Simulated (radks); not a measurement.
Removal energies from the strontium ion Sr3+, [Ar] 3d10 4s2 4p(1/2: 2, 3/2: 3), by Delta-SCF beside the eigenvalue of the level emptied. Calculated with a radial shooting solver on a logarithmic mesh with Libxc functionals: Dirac Kohn-Sham, relativistic LDA (MacDonald-Vosko exchange, VWN5 correlation), spin-unpolarised, spherical densities, finite nucleus; Fermi nuclear charge, rms radius of each element as measured or else 0.836 A^(1/3) + 0.57 fm. Sub-shells are occupied by j as written (lower j first in brackets).

| removed from | final configuration | Delta-SCF (eV) | -eigenvalue (eV) |
|---|---|---|---|
| 4p3/2 | [Ar] 3d10 4s2 4p(1/2: 2, 3/2: 2) | 56.991 | 49.851 |
| 4p1/2 | [Ar] 3d10 4s2 4p(1/2: 1, 3/2: 3) | 58.410 | 51.159 |
| 4s1/2 | [Ar] 3d10 4s1 4p(1/2: 2, 3/2: 3) | 76.896 | 69.027 |
| 3d5/2 | [Ar] 3d(3/2: 4, 5/2: 5) 4s2 4p(1/2: 2, 3/2: 3) | 174.39 | 157.75 |
